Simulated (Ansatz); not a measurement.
**Cost against result**

Saddle point of GaSiH5S, closed shell (GaSiH₅S ([SiH3][GaH][SH]) → GaHS ([S][GaH]) + SiH₄; bonds formed: Si2–H4; bonds broken: Ga1–Si2, S3–H4), PBE0-D4/def2-TZVP structure:

```
8
angstrom
Ga -1.3290 -0.4456 -0.8278
Si 0.7298 0.4631 0.6916
S -0.2500 -1.7973 -2.0126
H 0.4178 -0.7214 -0.6733
H -2.5446 0.3440 -0.2878
H 2.1622 0.0699 0.6325
H 0.6154 1.9242 0.4274
H 0.1986 0.1630 2.0500
```

Barriers are electronic and count from the start structure reached by relaxing down the imaginary mode.

Computed with Ansatz 0.2.0 (basis: as named in each row); correlated methods freeze the cores. Filled d shells of the heavier atoms are correlated. The def2 sets are not built for correlating such inner shells, so the correlated values are less sure here. B3LYP uses VWN-RPA correlation. Extrapolation: Hartree–Fock as exp(−7.88 √X), correlation as X^−2.97.

Times are rough, for one single point on 4 threads of a shared host (AMD EPYC).

The estimate by CCSD(T) at an estimated basis limit (MP2 extrapolated from triple and quadruple zeta, plus CCSD(T) − MP2 in triple zeta) is 2.316 eV.

```csv
method,basis,time (s),barrier (eV),method less estimate
HF,STO-3G,under 1,4.660,2.343
SPW92,def2-SVP,under 1,1.855,-0.461
PBE-D4,def2-SVP,1,1.985,-0.331
PBE-D4,STO-3G,2,2.428,0.112
SPW92,def2-TZVPP,2,1.835,-0.481
B3LYP-D4,6-31G,2,2.252,-0.065
PBE0-D4,def2-SVP,2,2.253,-0.064
PBE-D4,def2-TZVPP,2,1.961,-0.356
BLYP-D4,def2-TZVPP,2,2.071,-0.246
BHLYP-D4,def2-TZVPP,3,2.565,0.249
PBE0-D4,def2-TZVPP,4,2.211,-0.106
B3LYP-D4,def2-TZVPP,4,2.271,-0.046
r2SCAN-D4,def2-TZVPP,4,2.108,-0.209
CAM-B3LYP-D4,def2-TZVPP,4,2.457,0.141
CCSD(T),def2-SVP,5,2.508,0.191
wB97M-V,def2-SVP,6,2.477,0.161
r2SCAN0-D4,def2-TZVPP,6,2.288,-0.029
B97M-V,def2-TZVPP,7,2.174,-0.143
RPA on PBE,def2-TZVPP,8,2.314,-0.002
B2PLYP,def2-TZVPP,8,2.304,-0.013
wB97X-V,def2-TZVPP,9,2.517,0.200
PBE-QIDH,def2-TZVPP,9,2.353,0.037
wB97M-V,def2-TZVPP,10,2.429,0.112
MP2,def2-QZVPP,26,2.264,-0.052
CCSD(T),def2-TZVPP,70,2.360,0.043
```

All methods are single points on the PBE0-D4 structures.

The T1 diagnostic stays at or below 0.019.

Labels in which every atom is bracketed show which atoms are joined, not bond orders.
